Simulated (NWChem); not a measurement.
# SiNH₄Cl; SMILES [SiH2](Cl)N

```xyz
7

Si     0.5443    -0.5100     0.0000
N     -0.6269    -1.7660     0.0000
Cl    -0.2105     1.4507     0.0000
H      1.3455    -0.6303    -1.2367
H      1.3455    -0.6303     1.2367
H     -1.1720    -1.9497     0.8346
H     -1.1720    -1.9497    -0.8346
```
Atoms are numbered in this order, from 1.

All runs use the structure optimised with B3LYP/6-31G* (spherical d).

Symmetry labels are those of Cs in the frame above (b1 and b2, or b-type labels, depend on it).

List the 6 lowest vertical singlet excitations from Hartree-Fock/def2-SVP, TDHF (NWChem).


| state | energy (eV) | oscillator strength | symmetry | leading excitation (squared amplitude) |
|---|---|---|---|---|
| S1 | 8.46 | 0.037 | a' | HOMO → LUMO (0.82) |
| S2 | 9.81 | 0.009 | a" | HOMO−1 → LUMO+1 (0.81) |
| S3 | 9.91 | 0.002 | a" | HOMO → LUMO+4 (0.52) |
| S4 | 10.08 | 0.069 | a' | HOMO → LUMO+1 (0.45) |
| S5 | 10.19 | 0.041 | a" | HOMO−1 → LUMO (0.67) |
| S6 | 10.53 | 0.096 | a' | HOMO−2 → LUMO+1 (0.34) |
